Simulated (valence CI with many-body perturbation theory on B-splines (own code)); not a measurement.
Level structure of Cd¹⁵⁺

Computed by configuration interaction combined with many-body perturbation theory (CI+MBPT): five valence electrons over a frozen Dirac-Fock core [Ar] 3d10, a basis of 11 s, 11 p, 10 d, 8 f, 5 g, 2 h functions for each j, with the one-electron correlation potential Σ1, the two-electron term Σ2, the three-electron term Σ3, Breit, model QED; selected CI, second order for the rest, scaled by the run's own slope (own B-spline code, finite nucleus).

No measured spectrum was set against this ion. As an estimate, levels hold to about 250 cm⁻¹ or 0.2 % of their energy and the worst to 1 %, as in measured heavy ions of charge 2 to 7; those with d or f electrons hold less well. Among the levels kept, up to 2200 cm⁻¹ of a level comes from second order outside the variational space, and about a tenth of that is noise between levels of different J, which matters for small intervals.

Levels 91 to 135 of 169, with energies above the lowest level, 4s2.4p3 4S°_3/2. "Leading %" is the weight of the configuration and term that name the level; weights of strongly mixed levels are sums over their largest components and can fall short. Lifetimes count E1, E2, E3, M1 and M2 decay at the calculated energies, and are blank where another channel may lead or the interval is too uncertain; long ones can be off by a factor of two.

```
No.  Configuration  Term     J  E (cm⁻¹)  Leading %  Lifetime     Second component
 91      4s.4p3.4d   4D°   7/2   1038500         54   14.4 ps   18 % 4s.4p3.4d 2F°
 92      4s.4p3.4d   4P°   1/2   1039300         36   5.16 ps   35 % 4s.4p3.4d 2P°
 93      4s.4p3.4d   2F°   5/2   1039400         51   20.0 ps    8 % 4s.4p3.4d 4D°
 94      4s.4p3.4d   2G°   9/2   1046100         58   45.6 ps   21 % 4s.4p3.4d 4F°
 95      4s.4p3.4d   4D°   3/2   1050200         63   4.89 ps   14 % 4s.4p3.4d 2D°
 96      4s.4p3.4d   4D°   5/2   1051900         34   15.5 ps   15 % 4s.4p3.4d 2D°
 97      4s.4p3.4d   4D°   1/2   1052700         65   4.64 ps   11 % 4s.4p3.4d 2P°
 98      4s.4p3.4d   2D°   3/2   1066100         59   9.83 ps   15 % 4s.4p3.4d 2P°
 99      4s.4p3.4d   2P°   1/2   1067600         58   7.74 ps   21 % 4s.4p3.4d 4D°
100      4s.4p3.4d   2F°   5/2   1071100         42   6.97 ps    8 % 4s.4p3.4d 2D°
101      4s.4p3.4d   2F°   7/2   1071400         57   43.2 ps    6 % 4s.4p3.4d 4D°
102      4s.4p3.4d   2D°   5/2   1079800         36   6.44 ps   14 % 4s.4p3.4d 2F°
103      4s.4p3.4d   2D°   3/2   1090800         49   5.68 ps   7 % 4s2.4p.4d2 2D°
104      4s.4p3.4d   2F°   5/2   1093300         22   5.65 ps  16 % 4s2.4p.4d2 4G°
105     4s2.4p.4d2   4G°   5/2   1097000         28   8.54 ps   16 % 4s.4p3.4d 2F°
106      4s.4p3.4d   2F°   7/2   1104000         53   3.83 ps   9 % 4s2.4p.4d2 2F°
107      4s.4p3.4d   2P°   3/2   1104400         67   6.32 ps    7 % 4s.4p3.4d 2D°
108      4s.4p3.4d   2S°   1/2   1104700         55   4.45 ps  16 % 4s2.4p.4d2 2S°
109     4s2.4p.4d2   4G°   7/2   1106600         40   15.3 ps   14 % 4s.4p3.4d 2F°
110      4s.4p3.4d   2P°   3/2   1107100         63   5.01 ps  11 % 4s2.4p.4d2 2P°
111      4s.4p3.4d   2F°   7/2   1113900         42   20.5 ps  11 % 4s2.4p.4d2 4G°
112      4s.4p3.4d   2D°   5/2   1123900         53   13.3 ps    8 % 4s.4p3.4d 2F°
113     4s2.4p.4d2   4G°   9/2   1130200         59   56.5 ps  18 % 4s2.4p2.4f 4G°
114     4s2.4p.4d2   4G°   5/2   1133600         12   11.2 ps  11 % 4s2.4p.4d2 2F°
115     4s2.4p2.4f   2G°   7/2   1133700         15   11.9 ps  13 % 4s2.4p.4d2 4G°
116      4s.4p3.4d   2P°   1/2   1135600         46   4.22 ps  10 % 4s2.4p.4d2 2P°
117      4s.4p3.4d   2P°   3/2   1136300         36   4.90 ps   15 % 4s.4p3.4d 2D°
118     4s2.4p.4d2   2H°   9/2   1142900         42   94.0 ps  17 % 4s2.4p2.4f 2H°
119      4s.4p3.4d   2D°   5/2   1145300         24   4.33 ps  22 % 4s2.4p2.4f 2D°
120     4s2.4p.4d2   4D°   3/2   1146400         32   8.87 ps  19 % 4s2.4p.4d2 2D°
121     4s2.4p.4d2   4D°   1/2   1151800         63   7.28 ps   10 % 4s.4p3.4d 2P°
122     4s2.4p.4d2   4D°   7/2   1152900         16   18.8 ps  13 % 4s2.4p2.4f 4D°
123     4s2.4p.4d2   4G°  11/2   1155700         47    436 ps  29 % 4s2.4p2.4f 4G°
124     4s2.4p2.4f   4G°   5/2   1157600         34   4.86 ps  14 % 4s2.4p2.4f 4F°
125      4s.4p3.4d   2P°   1/2   1162100         41   4.71 ps  22 % 4s2.4p.4d2 4D°
126     4s2.4p.4d2   4D°   5/2   1166700         30   8.48 ps  17 % 4s2.4p.4d2 2F°
127     4s2.4p.4d2   4D°   3/2   1171500         39   6.06 ps  14 % 4s2.4p2.4f 2D°
128     4s2.4p.4d2   4P°   1/2   1172000         60   5.38 ps   16 % 4s.4p3.4d 2S°
129     4s2.4p.4d2   4F°   3/2   1174700         29   5.10 ps  17 % 4s2.4p.4d2 2D°
130      4s.4p3.4d   2D°   3/2   1177300         12   4.62 ps  10 % 4s2.4p2.4f 2D°
131     4s2.4p2.4f   2G°   7/2   1178700         18   9.77 ps  17 % 4s2.4p2.4f 4F°
132     4s2.4p2.4f   4G°   9/2   1181000         25   7.63 ps  15 % 4s2.4p2.4f 4F°
133     4s2.4p2.4f   4G°   7/2   1183300         26   6.39 ps  11 % 4s2.4p2.4f 2F°
134     4s2.4p.4d2   4D°   5/2   1183700         24   5.47 ps  14 % 4s2.4p.4d2 4P°
135     4s2.4p2.4f   2H°  11/2   1187300         34   44.7 ps  32 % 4s2.4p.4d2 4G°
```

Names give the largest LS component (configuration and term), which can be under half, so a name can repeat, a term be missing and a line seem to break the LS rules; names also repeat where a configuration has a term twice.

Where two levels of one J and parity lie close, their mixing, g and order are uncertain.
